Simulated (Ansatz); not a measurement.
The lowest singlet and triplet of CH3N (SMILES [CH]N); geometries from B3LYP-D3(BJ)/def2-TZVP, each state relaxed from the structure named, with no frequency check.
Singlet (charge 0, multiplicity 1):
| atom | x (Å) | y (Å) | z (Å) |
|---|---|---|---|
| C | 0.6931 | -0.3712 | 0.0187 |
| N | -0.5029 | 0.1518 | -0.0070 |
| H | 1.4062 | 0.4728 | -0.0309 |
| H | -0.7299 | 1.1450 | -0.0621 |
| H | -1.3144 | -0.4527 | 0.0295 |

A positive gap puts the triplet lower; no zero-point energy. R- takes a restricted singlet. The triplet is unrestricted in single-reference levels. Active spaces average the two states.

Correlated levels freeze the cores.

The values were computed with Ansatz (Gaussian orbitals). 

R-PBE/def2-TZVPP gives -51.24 kcal/mol for the gap E(singlet) − E(triplet), vertical, at the singlet's geometry.

**Question.** Where do these levels fall relative to PBE: R-r2SCAN/def2-TZVPP, R-B3LYP/def2-TZVPP, R-wB97M-V/def2-TZVPP, R-B2PLYP/def2-TZVPP, R-MP2/cc-pVQZ, R-CCSD(T)/cc-pVQZ, SC-NEVPT2 on SA-CASSCF(2,2)/cc-pVQZ, FIC-MRCISD+Q on SA-CASSCF(2,2)/cc-pVTZ.

**Answer.** R-r2SCAN/def2-TZVPP 5.68; R-B3LYP/def2-TZVPP -1.62; R-wB97M-V/def2-TZVPP -4.90; R-B2PLYP/def2-TZVPP -2.28; R-MP2/cc-pVQZ -2.45; R-CCSD(T)/cc-pVQZ -3.80; SC-NEVPT2 on SA-CASSCF(2,2)/cc-pVQZ -1.60; FIC-MRCISD+Q on SA-CASSCF(2,2)/cc-pVTZ -3.25 kcal/mol. 1 of 8 lie above PBE; the widest gap is to R-r2SCAN/def2-TZVPP.

Ansatz is a program for electronic structure.
